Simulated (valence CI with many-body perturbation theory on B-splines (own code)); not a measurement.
Bi⁷⁰⁺: key properties

Method: configuration interaction combined with many-body perturbation theory (CI+MBPT): three valence electrons over a frozen Dirac-Fock core [Ne], a basis of 9 s, 9 p, 8 d, 6 f, 3 g, 1 h functions for each j, with the one-electron correlation potential Σ1, the two-electron term Σ2, the three-electron term Σ3, Breit, model QED; selected CI, second order for the rest, scaled by the run's own slope (own B-spline code, finite nucleus).

No measured spectrum was set against this ion. As an estimate, large intervals hold to a few tenths of a per cent, small ones and those within an open d or f shell to about a per cent.

Levels are named by their leading jj configuration (3d3/2^4 stands for four electrons in 3d with j = 3/2), which in mixed levels can hold well under half, so a name can repeat and another be missing.

Rates and lifetimes use the calculated energies. Strong lines usually hold to 10 to 20 %, long lifetimes can be off by a factor of two.

Question: What is the ground level?

Answer: (3s^2 3p1/2) J=1/2, composition 100 % 3s²3p ²P°, g = 0.641.

Question: What is the ionisation energy?

Answer: 8947.8 eV; NIST lists 8950 ± 60 eV (theoretical).

Question: Where does the other parity begin?

Answer: At (3s 3p1/2^2) J=1/2, 203.0 eV.

Question: Among levels below 1809.2 eV, which E1 lines absorb most strongly from the ground level?

Answer: to (3s^2 3d3/2) J=3/2 at 1.370 nm, f = 0.580; to (3s 3p1/2 3p3/2) J=1/2 at 1.448 nm, f = 0.241; to (3s 3p1/2 3p3/2) J=3/2 at 1.470 nm, f = 0.116.

Question: What are the static dipole polarisabilities of the lowest levels?

Answer: (3s^2 3p1/2) J=1/2 0.00151 bohr³, of which the core gives 2.61e-05.

Question: How well does LS coupling describe the low levels?

Answer: Among the lowest 20 levels the leading LS term, summed over configurations, holds 60 % on average. For single configurations the figures are 58 % in LS and 91 % in jj coupling. Terms mix most in the J = 3/2 level at 1106.1 eV, where the leading one holds 33 %.
